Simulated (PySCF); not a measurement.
# Excitation energy of Ru by level of theory

Ru [Kr] 4d7 5s1 (5F) → Ru [Kr] 4d6 5s1 5p1 (high-spin determinant), as a difference of total energies. All numbers are calculated (PySCF 2.14, scalar relativity by spin-free X2C-1e, in x2c-TZVPPall (8s6p6d2f1g, 79 functions)). Correlated levels: valence: [Kr] frozen; valence and next inner shell: [Ar] 3d10 frozen. The calculations carry no spin-orbit coupling.

| method | excitation energy (cm⁻¹) |
| --- | --- |
| UHF | 13638 |
| LDA | 30436 |
| PBE | 29476 |
| PBE0 | 27122 |
| r2SCAN | 27058 |
| BP86 | 30190 |
| B2PLYP | 27896 |
| PBEsol | 29256 |
| LC-wPBE | 24945 |
| MP2 (valence) | 24235 |
| SCS-MP2 (valence) | 26774 |
| MP2 (valence and next inner shell) | 24236 |
| SCS-MP2 (valence and next inner shell) | 25265 |

A first-order spin-orbit estimate (lowest level to lowest level, LS coupling) adds 0.102 eV.

The basis was made for the ground configuration and has no added diffuse functions, so the excitation energy can come out too high.

The determinant of the upper state mixes LS terms, which raises its energy above the lowest term, most at the Hartree-Fock and MP2 levels.
